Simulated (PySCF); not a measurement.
Delta-SCF ions had no search for a lower state. Excitations are Tamm–Dancoff values on a coarser integration grid. The basis has no diffuse functions, so Rydberg states are missing or too high.

# CH4Si2, SMILES `[SiH2]=C=[SiH2]` (charge 0, multiplicity 1)

Level of theory: PBE-D3(BJ)/def2-TZVP // B3LYP-D3(BJ)/def2-TZVP in PySCF 2.14.0.

| Property | Result |
|---|---|
| HOMO | -5.74 eV |
| dipole moment | 0.02 D |
| HOMO–LUMO gap | 3.36 eV |
| LUMO | -2.38 eV |
| S1 excitation (TDA) | 3.37 eV |
| S1 oscillator strength | 0.000 |
| brightest of the four lowest singlets (TDA) | 5.25 eV |
| vertical ionisation energy (Delta-SCF) | 8.50 eV |
| total energy | -619.0573 Ha |
| cost | roughly 60 core-seconds |

Bonded distances (Å): Si1–C2 1.675, Si1–H4 1.476, Si1–H5 1.476, C2–Si3 1.675, Si3–H6 1.476, Si3–H7 1.476. Angles (°): C2–Si1–H4 123.7, C2–Si1–H5 123.8, H4–Si1–H5 112.6, Si1–C2–Si3 179.4, C2–Si3–H6 123.8, C2–Si3–H7 123.7, H6–Si3–H7 112.6.
